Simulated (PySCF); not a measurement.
Run record: geometry optimisation, `[PH2][PbH2][Cl]`.

Method: PBE0-D3(BJ)/def2-SVP geometry optimisation, gas phase, def2 core potentials past Kr (PySCF 2.14.0). Start geometry: GFN2-xTB. The input is one job of a driver script: a line of settings, then coordinates in Å.

Input:
```
{"job": {"xc": "PBE0", "basis": "def2-SVP", "d3": "d3bj", "grid": 1, "maxiter": 30, "shake": 0.01, "kind": "geom"}, "charge": 0, "multiplicity": 1}
P      1.718260    -0.765000    -0.181420
Pb    -0.891710    -0.272860     0.002250
Cl    -1.123760     2.205090     0.328430
H      2.026350     0.053950     0.913420
H      1.889920     0.314330    -1.071220
H     -1.731180    -0.965470     1.403910
H     -1.853930    -0.599150    -1.445300
```

Output:
```
step   0  E = -996.28259787  max force = 0.013789
step   1  E = -996.28470819  max force = 0.006132
step   2  E = -996.28507922  max force = 0.002541
step   3  E = -996.28522805  max force = 0.002211
step   4  E = -996.28522872  max force = 0.000811
step   5  E = -996.28525065  max force = 0.000287
step   6  E = -996.28525458  max force = 0.000118
optimisation converged
```

Energies in Eh; «max force» is the largest Cartesian gradient component in Eh/bohr.

Task: How much energy does the optimisation release, in kJ/mol?

Result: E(step 0) − E(last step) = 0.002657 Eh, which is 7.0 kJ/mol.

Task: Give the first gradient maximum in eV/Å.

Result: With 1 Eh/bohr = 51.422 eV/Å, 0.709 eV/Å.

In short: final energy -996.28525 Eh after 6 steps; dipole 2.57 D.

Task: Give the final coordinates.

Result: 0.086 Å rms from the input after alignment:
```
atom  x, y, z in Å
P1     1.6888   -0.6490   -0.2130
Pb2   -0.8603   -0.3362    0.0110
Cl3   -1.2046    2.0805    0.3390
H4     1.9236    0.1743    0.9312
H5     1.7777    0.4561   -1.1140
H6    -1.5430   -1.0637    1.4610
H7    -1.7496   -0.6906   -1.4655
```

The run took 19 s wall on an Intel Xeon Platinum 8488C with one thread, shared host, and the process peaked at 0.37 GiB of memory.
Labels such as C1 count atoms from 1, the log's own numbers from 0.
